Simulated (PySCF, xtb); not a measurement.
C₆H₄N₂OSe, SMILES c1c[se]c(-c2nnco2)c1.

GFN2-xTB in xtb at its own geometry gives an orbital gap of 2.85 eV and a dipole moment of 3.58 D.

Geometry: B3LYP-D3(BJ)/def2-SVP. This is a generated structure with no PubChem entry under its InChIKey; it may be hypothetical. The values are those of a single conformer.

**Question.** What does PySCF with HF/def2-SVP give? (The exact figures need the calculation; the answer reports its results.)

**Answer.** gap 10.34 eV (levels -8.81 and 1.53 eV), dipole 3.58 D.
